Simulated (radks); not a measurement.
Fractional charge and spin in the 3p shell of chromium: the spin-up occupation runs from 2 to 3 and the spin-down occupation from 2 to 3; the fullest corner is Cr3+, [Ne] 3s2 3d(up 1.5, down 1.5) 3p(up 3, down 3). Method: scalar-relativistic Kohn-Sham, BLYP, spin-polarised, spherical densities, finite nucleus; Fermi nuclear charge, rms radius of each element as measured or else 0.836 A^(1/3) + 0.57 fm; computed with a radial shooting solver on a logarithmic mesh with Libxc functionals. Energy (eV) minus the two flat planes that join the four corners (they meet along the diagonal where the two added fractions sum to one electron); zero is where a piecewise linear energy would lie.

\begin{tabular}{lrrrrr}
down \ up & 2 & 2.25 & 2.5 & 2.75 & 3 \\ \hline
2 & 0.000 & -2.001 & -2.656 & -1.983 & 0.000 \\
2.25 & -2.001 & -2.555 & -1.785 & 0.292 & -1.863 \\
2.5 & -2.656 & -1.785 & 0.389 & -1.672 & -2.469 \\
2.75 & -1.983 & 0.292 & -1.672 & -2.376 & -1.841 \\
3 & 0.000 & -1.863 & -2.469 & -1.841 & 0.000 \\
\end{tabular}

Corners above the fullest one (they belong to Cr4+ and the next ion): (up 3, down 2) 93.343 eV, (up 2, down 3) 93.343 eV, (up 2, down 2) 208.76 eV. With half an added electron in each spin the energy lies 0.389 eV from the planes, and with half an added electron in spin up alone -2.656 eV. The planes are only a guide here: the flat-plane condition holds for ground states with one frontier orbital, while this shell lies below other occupied shells, so the corners above the fullest one are inner-hole states and not the ground states of those ions.
